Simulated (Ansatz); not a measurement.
`N[SiH](N)S` → `NN` + `[SiH]S` at 700 K and 1 bar (silylene formation by 1,1-elimination).

Computed with Ansatz on PBE0-D4/def2-TZVP structures; ΔE is electronic, products minus reactants. CCSD(T)/CBS adds triple-zeta CCSD(T) − MP2 to the extrapolated MP2 energy (def2 sets, frozen cores). This one scheme is used for every species. One conformer a species, not always the lowest.

```json
{"species": "`N[SiH](N)S`", "CCSD(T)/CBS energy (Eh)": "-799.97278", "H − E (kJ/mol)": "265.9", "S (J/(mol·K))": "453.4"}
{"species": "`NN`", "CCSD(T)/CBS energy (Eh)": "-111.76471", "H − E (kJ/mol)": "177.0", "S (J/(mol·K))": "281.0"}
{"species": "`[SiH]S`", "CCSD(T)/CBS energy (Eh)": "-688.02937", "H − E (kJ/mol)": "79.2", "S (J/(mol·K))": "304.9"}
```

H − E and S are ideal-gas, rigid-rotor, harmonic terms from PBE0-D4/def2-TZVP, for one conformer and one mirror image of each species. 1 Eh = 2625.50 kJ/mol, R = 8.31446 J/(mol·K).

Problem. By hand: ΔE, ΔH, ΔS and ΔG.

Solution. ΔE = (-111.76471) + (-688.02937) − (-799.97278) = 0.17870 Eh = 469.2 kJ/mol. Δ(H − E) = 177.0 + 79.2 − 265.9 = -9.7, so ΔH = 459.5 kJ/mol. ΔS = 281.0 + 304.9 − 453.4 = 132.5 J/(mol·K). ΔG = 459.5 − 700 × (132.5)/1000 = 366.8 kJ/mol.

Problem. By hand: the equilibrium constant, and the temperature at which ΔG would vanish if ΔH and ΔS stayed fixed.

Solution. log₁₀ K = −ΔG/(RT ln 10) = -27.4. ΔG = 0 at ΔH/ΔS = 3468 K, far beyond where these terms or the molecules hold.

The number of gas molecules changes by +1, which sets the sign of ΔS. A doubt of 5 kJ/mol in ΔE shifts log₁₀ K by 0.4 here. Other conformers and mirror images would add mixing entropy, several J/(mol·K) or more a flexible species. These are equilibria of isolated gas molecules and say nothing of rates. Largest T1 diagnostic: 0.016 (customary marks: 0.02 for closed shells, 0.045 for open ones).
